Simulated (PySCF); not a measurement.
Isomers of C4H2BrCl. The calculation used PBE0-D3(BJ)/def2-SVP geometry optimisation, gas phase in PySCF. One conformer each; no zero-point energy, no entropy. No frequencies were run at this level. Point groups hold within 0.08 Å.

Question: Order them by energy at this level, lowest first, and give relative energies in kJ/mol.
A. `C=C1C(Cl)=C1Br`
B. `ClC=C=C=CBr`

Answer: B (0.0), A (40.2).

As drawn, the lower has cumulated double bonds, which the higher lacks; the higher has a three-membered ring, which the lower lacks.

```csv
SMILES,E (Eh),E rel (kJ/mol),dipole (D),point group,"A, B, C (MHz)"
ClC=C=C=CBr,-3186.68241,0.0,0.12,Cs,"18606, 418.2, 409.0"
C=C1C(Cl)=C1Br,-3186.66709,40.2,0.98,Cs,"2724, 989.5, 725.8"
```

Question: As an exercise, what shares would exp(−E/RT) give at 2000 K from these electronic energies alone (no entropy, no degeneracies)?

Answer: RT = 16.629 kJ/mol: ClC=C=C=CBr 91.8 %, C=C1C(Cl)=C1Br 8.2 %.
